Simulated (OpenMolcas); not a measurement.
**S4+: input and output**

Input:

```
&GATEWAY
Coord
1

S 0.0 0.0 0.0
Basis=ANO-RCC-VQZP
Group=XYZ
NoMove
AngMom=0.0 0.0 0.0
AMFI
&SEWARD
&RASSCF
FileOrb=start.orb
Symmetry=1
Spin=3
nActEl=2 0 0
Inactive=2 3
Ras2=1 3
CIRoot=3 3 1
SDav=3
CIMx=300
Iter=120 100
PrWF=0.3
OrbListing=Nothing
MaxOrb=0
Atom
>>> COPY $Project.JobIph JOBPRE
&RASSCF
FileOrb=start.orb
Symmetry=1
Spin=3
nActEl=2 0 2
Inactive=2 3
Ras2=1 3
Ras3=5 0
CIRoot=3 3 1
SDav=18
CIMx=300
Iter=120 100
PrWF=0.3
OrbListing=Nothing
MaxOrb=0
Thrs=2.0e-7 1.0e-1 5.0e-4
Atom
>>> COPY $Project.JobIph JOB001
&RASSCF
FileOrb=start.orb
Symmetry=1
Spin=1
nActEl=2 0 2
Inactive=2 3
Ras2=1 3
Ras3=5 0
CIRoot=7 7 1
SDav=27
CIMx=300
Iter=120 100
PrWF=0.3
OrbListing=Nothing
MaxOrb=0
Thrs=2.0e-7 1.0e-1 5.0e-4
Atom
>>> COPY $Project.JobIph JOB002
&RASSCF
FileOrb=start.orb
Symmetry=2
Spin=3
nActEl=2 0 2
Inactive=2 3
Ras2=1 3
Ras3=5 0
CIRoot=3 3 1
SDav=18
CIMx=300
Iter=120 100
PrWF=0.3
OrbListing=Nothing
MaxOrb=0
Thrs=2.0e-7 1.0e-1 5.0e-4
Atom
>>> COPY $Project.JobIph JOB003
&RASSCF
FileOrb=start.orb
Symmetry=2
Spin=1
nActEl=2 0 2
Inactive=2 3
Ras2=1 3
Ras3=5 0
CIRoot=3 3 1
SDav=18
CIMx=300
Iter=120 100
PrWF=0.3
OrbListing=Nothing
MaxOrb=0
Thrs=2.0e-7 1.0e-1 5.0e-4
Atom
>>> COPY $Project.JobIph JOB004
&RASSI
NrOfJobIphs=4 3 7 3 3
1 2 3
1 2 3 4 5 6 7
1 2 3
1 2 3
IphNames
JOB001
JOB002
JOB003
JOB004
EJob
SpinOrbit
DIPRint=1.0
SOCoupling=1000.0
Subsets=2
MEES
Property=10
'ANGMOM' 1 'ANGMOM' 2 'ANGMOM' 3 'MLTPL  1' 1 'MLTPL  1' 2 'MLTPL  1' 3
'AMFI' 1 'AMFI' 2 'AMFI' 3 'MLTPL  2' 6
SOProperty=3
'ANGMOM' 1 'ANGMOM' 2 'ANGMOM' 3
```

A driver script runs the steps one by one and writes start.orb anew before each from the orbitals found so far.

Output, cut to the results:

```
--- SEWARD ---
Basis set label: S.ANO-RCC...6S5P3D2F1G.

      Electronic valence basis set:
      ------------------
      Associated Effective Charge  16.000000 au
      Associated Actual Charge     16.000000 au
      Nuclear Model: Point charge

      Shell  nPrim  nBasis  Cartesian Spherical Contaminant
         s      17       6        X
         p      12       5        X
         d       5       3                 X
         f       4       2                 X
         g       2       1                 X
                  Relativistic Douglas-Kroll-Hess integrals:
                    - DKH order of Hamiltonian: 2
                    - DKH order of Properties : 0
                  Atomic mean-field integrals
--- RASSCF ---
Wave function specifications:
      -----------------------------

      Number of closed shell electrons          10
      Number of electrons in active shells       2
      Max number of holes in RAS1 space          0
      Max nr of electrons in RAS3 space          2
      Number of inactive orbitals                5
      Number of active orbitals                  9
      Number of secondary orbitals              45
      Spin quantum number                      1.0
      State symmetry                             1
Orbital specifications:
      -----------------------

      Symmetry species                           1   2
                                                ag  au
      Frozen orbitals                            0   0
      Inactive orbitals                          2   3
      Active orbitals                            6   3
      RAS1 orbitals                              0   0
      RAS2 orbitals                              1   3
      RAS3 orbitals                              5   0
      Secondary orbitals                        22  23
      Deleted orbitals                           0   0
      Number of basis functions                 30  29
      Number of CSFs                            18
      Number of root(s) required                 3
      Iter CI   SX   CI       RASSCF       Energy    max ROT     max BLB   max BLB  Level Ln srch  Step   QN
          iter iter root      energy       change     param      element    value   shift minimum  type update
 Nr of preliminary CI iterations:   1
 ###############################################################################
 ###############################################################################
 ###                                                                         ###
 ###                                                                         ###
 ###    WARNING: Problems in orbital optimization.                           ###
 ###                                                                         ###
 ###                                                                         ###
 ###############################################################################
 ###############################################################################
  Warning: In symmetry  1, orbital p=   3 has diagonal density matrix element D(p,p) close to zero. D(p,p)=  1.339108E-27
        1   1    4    0  -393.59057212    0.00E+00   9.42E-06    2   3 1 -2.54E-06   0.50   0.00    SX    NO
        ...
 ###############################################################################
 ###############################################################################
  Warning: In symmetry  1, orbital p=   3 has diagonal density matrix element D(p,p) close to zero. D(p,p)=  2.550251E-27
        4   1    2    0  -393.59057212   -3.41E-13   5.20E-08    2   3 1 -4.25E-08   0.50   0.00    SX    NO
      Convergence after  4 iterations
        5   1    2    0  -393.59057212    5.68E-14   5.20E-08    6  12 2 -9.14E-09   0.50   0.00    SX    NO
      Natural orbitals and occupation numbers for root  1
      sym 1:   0.000000   0.005573   0.000000   0.005573   0.001393   0.001393
      sym 2:  -0.000000   0.993034   0.993034
      Natural orbitals and occupation numbers for root  2
      sym 1:   0.000000  -0.000000   0.005573   0.005573   0.001393   0.001393
      sym 2:   0.993034   0.000000   0.993034
      Natural orbitals and occupation numbers for root  3
      sym 1:   0.000000   0.005573  -0.000000   0.001393   0.001393   0.005573
      sym 2:   0.993034   0.000000   0.993034
::    RASSCF root number  1 Total energy:   -393.59057212
::    RASSCF root number  2 Total energy:   -393.59057212
...
--- RASSI ---
SPIN-FREE ENERGIES:
  (Shifted by EMIN (a.u.) =       -394.5015438191)

 SF State       Relative EMIN(au)   Rel lowest level(eV)    D:o, cm**(-1)      L_eff

     4             0.0000000000        0.0000000000              0.0000         0.0
    11             0.3734292941       10.1615287573          81958.2567         1.0
    12             0.3734292941       10.1615287573          81958.2567         1.0
    13             0.3734292941       10.1615287573          81958.2567         1.0
    14             0.5885547261       16.0153899791         129172.8316         1.0
    15             0.5885547261       16.0153899791         129172.8316         1.0
    16             0.5885547261       16.0153899791         129172.8316         1.0
     8             0.8817190150       23.9927966773         193514.9558         2.0
     9             0.8817190150       23.9927966773         193514.9558         2.0
     5             0.8817190150       23.9927966773         193514.9558         2.0
     6             0.8817190150       23.9927966773         193514.9558         2.0
     7             0.8817190150       23.9927966773         193514.9558         2.0
     1             0.9109717035       24.7888028822         199935.1788         1.0
     2             0.9109717035       24.7888028822         199935.1788         1.0
     3             0.9109717035       24.7888028822         199935.1788         1.0
    10             1.0883428212       29.6153168752         238863.6395         0.0
     Dipole printing threshold changed to   1.00000000E+00

++ Dipole transition strengths (spin-free states):
   -----------------------------------------------
     for osc. strength at least  1.00000000E+00

  ( Max oscillator strength is only   0.47675080783583201      )
--
Eigenvalues of complex Hamiltonian:
   -----------------------------------
  (Shifted by EMIN (a.u.) =       -394.5015438191)

...
```

Levels above the lowest, from the spin-orbit matrix, grouped by J:

| Configuration | Term | J | E (cm⁻¹) | Measured (cm⁻¹) | g | Term weight % |
| --- | --- | --- | --- | --- | --- | --- |
| 3s² | ¹S | 0 | 0.0 | 0.0 |  | 100 |
| 3s 3p | ³P° | 0 | 81295 | 83024 |  | 100 |
| 3s 3p | ³P° | 1 | 81622 | 83394 | 1.501 | 100 |
| 3s 3p | ³P° | 2 | 82290 | 84155 | 1.501 | 100 |
| 3s 3p | ¹P° | 1 | 129177 | 127151 | 1.000 | 100 |
| 3p² | ¹D | 2 | 193491 | 193739 | 1.002 | 100 |
| 3p² | ³P | 0 | 199266 | 199967 |  | 100 |
| 3p² | ³P | 1 | 199610 | 200371 | 1.501 | 100 |
| 3p² | ³P | 2 | 200285 | 201146 | 1.499 | 100 |

Against the 8 measured excited levels shown (NIST levels in Podobedova, Kelleher and Wiese, J. Phys. Chem. Ref. Data 38, 171 (2009); Martin, Zalubas and Musgrove, J. Phys. Chem. Ref. Data 19, 821 (1990)) the mean absolute deviation is 1200 cm-1; the largest miss in energy is 3s 3p ¹P°₁: computed 129177, measured 127151 cm⁻¹ (+1.6 %), and the largest in proportion 3s 3p ³P°₂ (-2.2 %).

Active for correlation alone: 3d; no level in the range computed is led by a configuration that fills it, so any true level of that kind is missing. Some terms mix strongly with configurations of 3d, whose occupation reaches 0.23 (3p² ¹D). Measured partners are found by configuration, term and J. A level has none where our copy of the source lacks it or the pairing is in doubt (some pairs that miss far off the trend of their configuration count as doubtful), and it then counts in no deviation. Only configurations of the active space appear. The first state left out of the spin-orbit step lies near 270000 cm-1 above the lowest spin-free state of the reference (among the parities and spins computed), and the list stops at four fifths of that energy or lower.

The term weight is that of the spin-free term in the level, not the purity of its configuration. ° marks odd parity.
